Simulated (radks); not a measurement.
Results of a calculation; reference values are marked as such.
Problem. Sn, configuration [Kr] 4d10 5s1 5p2 6p1 (not the ground configuration). Level of theory: Dirac Kohn-Sham, AM05, spin-unpolarised, spherical densities, finite nucleus; open shells fill j = l - 1/2 first; Fermi nuclear charge, rms radius 4.6519 fm (a radial shooting solver on a logarithmic mesh with Libxc functionals).

Spin-orbit splittings of the eigenvalues, e(l+1/2) - e(l-1/2), with zeta = 2 splitting/(2l+1) and mean radii in bohr:

shell  occ.  splitting (eV)  zeta (eV)  <r> j=l-1/2  <r> j=l+1/2
2p        6           230.2      153.5       0.1059       0.1112
3p        6           42.05      28.03       0.3302       0.3414
3d       10           8.689      3.476       0.3127       0.3162
4p        6           7.619      5.079       0.8654       0.8954
4d       10               ?          ?        1.086        1.100
5p        2          0.5998     0.3999        2.798        2.909
6p        1         0.04155    0.02770        9.221        9.392

Estimate the 4d splitting.

Solution. 1.053 eV (zeta = 0.4211 eV).
